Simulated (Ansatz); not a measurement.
`[NH2][Ta]([NH2])(=[O])[OH]`: the same geometry under several functionals.

```yaml
crystal:
  periodic: [false, false, false]
  atoms:
    - {symbol: N, position_ang: [-1.652592, 0.710014, -0.002039]}
    - {symbol: Ta, position_ang: [0.006643, -0.362187, -0.224121]}
    - {symbol: N, position_ang: [1.275460, -0.113300, 1.285898]}
    - {symbol: O, position_ang: [-0.472003, -2.014779, -0.192341]}
    - {symbol: O, position_ang: [0.870333, 0.148596, -1.861254]}
    - {symbol: H, position_ang: [-2.564740, 0.310417, 0.157460]}
    - {symbol: H, position_ang: [-1.710023, 1.717528, 0.007930]}
    - {symbol: H, position_ang: [1.510086, -0.835370, 1.949748]}
    - {symbol: H, position_ang: [1.746586, 0.745592, 1.528435]}
    - {symbol: H, position_ang: [1.073450, -0.357611, -2.646817]}
basis:
  gaussian: {orbitals: def2-TZVPP}
hamiltonian: {xc: {name: wB97M-V}}
output: {forces: true, orbitals: {seedname: orbitals}}
```

```sh
$ ansatz run in.yaml --threads 4 --pin off --events-out ev --progress --plain
```

Output, abridged:

```
Functional definition: wB97M-V
1253 factors; their error is unknown
299 factors; integrals over basis functions are off by at most 6.3e-6 eV
mean field evaluation 1: about -8693.2212 eV, gradient 1.0e2 eV
mean field evaluation 2: about -8659.4014 eV, gradient 1.8e2 eV
mean field evaluation 4: about -8711.4502 eV, gradient 1.0e1 eV
mean field evaluation 8: about -8711.6177 eV, gradient 3.1e-1 eV
mean field evaluation 16: about -8711.6255 eV, gradient 2.6e-4 eV
mean field -8711.62551589 eV, -320.1463327570 hartree, gradient 8.4e-5 eV, S^2 0.000000; 0 other end points of the search recorded, 0 dependent functions left out
reference -8711.62556821 eV, -320.1463346799 hartree; 24, 24 occupied and 226, 226 virtual orbitals, 1253 factors
Total energy: -8711.62556821 eV, -320.1463346799 hartree
Atom 0 at    -1.652592     0.710014    -0.002039 Å, force    -0.048910     0.053412     0.005994 eV/Å
Atom 1 at     0.006643    -0.362187    -0.224121 Å, force    -0.083473    -0.293697     0.001873 eV/Å
Atom 2 at     1.275460    -0.113300     1.285898 Å, force     0.047407     0.026304     0.048264 eV/Å
Atom 3 at    -0.472003    -2.014779    -0.192341 Å, force     0.057638     0.187202    -0.011402 eV/Å
Atom 4 at     0.870333     0.148596    -1.861254 Å, force     0.025590    -0.025751    -0.074590 eV/Å
Atom 5 at    -2.564740     0.310417     0.157460 Å, force     0.010204     0.032002    -0.000940 eV/Å
Atom 6 at    -1.710023     1.717528     0.007930 Å, force    -0.027662    -0.022532     0.001058 eV/Å
Atom 7 at     1.510086    -0.835370     1.949748 Å, force     0.008981     0.032381    -0.001451 eV/Å
Atom 8 at     1.746586     0.745592     1.528435 Å, force     0.005170    -0.031734     0.015516 eV/Å
Atom 9 at     1.073450    -0.357611    -2.646817 Å, force     0.005056     0.042412     0.015679 eV/Å
Dipole moment:     0.126531     0.564075     0.072865 e Å
```

It took 9 s on 4 threads of a server CPU on a shared host, with 0.9 GiB of host memory at the peak.

With the line `hamiltonian: {xc: {name: BLYP}, dispersion: d4}` and no forces (abridged; 1.8 s):

```
Functional definition: BLYP
mean field evaluation 16: about -8714.7674 eV, gradient 1.7e-3 eV
mean field -8714.76739108 eV, -320.2617945408 hartree, gradient 4.8e-5 eV, S^2 0.000000
Total energy: -8715.19825691 eV, -320.2776285681 hartree
```

The same input with `hamiltonian: {xc: {name: LC-wPBE}, dispersion: d4}` and no forces (abridged; 2.5 s):

```
WARN the engine holds no damping parameters fitted to this dispersion correction and functional, so the run takes those fitted to pbe0 (hamiltonian.dispersion, under Limitations)
Functional definition: LC-wPBE
mean field evaluation 16: about -8712.5895 eV, gradient 1.8e-4 eV
mean field -8712.58950696 eV, -320.1817587754 hartree, gradient 1.9e-5 eV, S^2 0.000000
Total energy: -8712.76446500 eV, -320.1881883649 hartree
```

With the line `hamiltonian: {xc: {name: r2SCAN0}, dispersion: d4}` and no forces (abridged; 3.6 s):

```
Functional definition: r2SCAN0
mean field evaluation 16: about -8710.9492 eV, gradient 2.3e-4 eV
mean field -8710.94920197 eV, -320.1214786790 hartree, gradient 7.4e-5 eV, S^2 0.000000
Total energy: -8711.00958325 eV, -320.1236976502 hartree
```

The same input with `hamiltonian: {xc: {name: r2SCANh}, dispersion: d4}` and no forces (abridged; 4.1 s):

```
Functional definition: r2SCANh
mean field evaluation 16: about -8712.6328 eV, gradient 1.7e-4 eV
mean field -8712.63279081 eV, -320.1833494278 hartree, gradient 1.7e-5 eV, S^2 0.000000
Total energy: -8712.68729008 eV, -320.1853522389 hartree
```

With the line `hamiltonian: {xc: {name: B3LYP}, dispersion: d4}` (abridged; 3.8 s):

```
Functional definition: B3LYP
mean field evaluation 16: about -8717.1189 eV, gradient 8.3e-5 eV
mean field -8717.11890550 eV, -320.3482111018 hartree, gradient 3.3e-5 eV, S^2 0.000000
Total energy: -8717.44724455 eV, -320.3602773393 hartree
Atom 0 force    -0.170553     0.116446     0.023866 eV/Å
Atom 1 force     0.049409     0.184407     0.005397 eV/Å
Atom 2 force     0.132449     0.031223     0.157047 eV/Å
Atom 3 force    -0.132943    -0.460432     0.007881 eV/Å
Atom 4 force     0.108963     0.075427    -0.199448 eV/Å
Atom 5 force    -0.026924     0.025083     0.003182 eV/Å
Atom 6 force    -0.026873     0.015232     0.004651 eV/Å
Atom 7 force     0.024298     0.010719     0.025738 eV/Å
Atom 8 force     0.018922     0.002382     0.024812 eV/Å
Atom 9 force     0.023251    -0.000487    -0.053126 eV/Å
Dipole moment:     0.120940     0.552464     0.078151 e Å
```

LC-ωPBE has ω = 0.4 bohr⁻¹; the program lends it PBE0's D4 damping.

B3LYP takes the VWN-RPA correlation (the form of Gaussian; ORCA's B3LYP/G).
